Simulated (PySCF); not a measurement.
PbF4, optimised at PBE0/def2-TZVP:

```xyz
5

Pb    -0.0149     0.0099    -0.0166
F     -0.0154     0.7894    -1.8313
F     -0.0213    -1.9609    -0.1458
F      1.6021     0.5988     0.9524
F     -1.6249     0.6091     0.9578
```

Method: PySCF energies (xtb for GFN2) plus ideal-gas RRHO corrections (1 bar). All species are closed-shell singlets. Pb: scalar-relativistic def2 core potential, no spin-orbit coupling.

Q: List the harmonic frequencies (cm⁻¹, unscaled) at this level and at the other levels, each on its own geometry.

A: 
- PBE0/def2-TZVP: 104, 106, 139, 140, 140, 590, 601, 601, 601
- GFN2-xTB: 96, 96, 104, 104, 104, 224, 481, 481, 481
- PBE/def2-SVP: 86, 91, 124, 127, 128, 532, 563, 564, 564
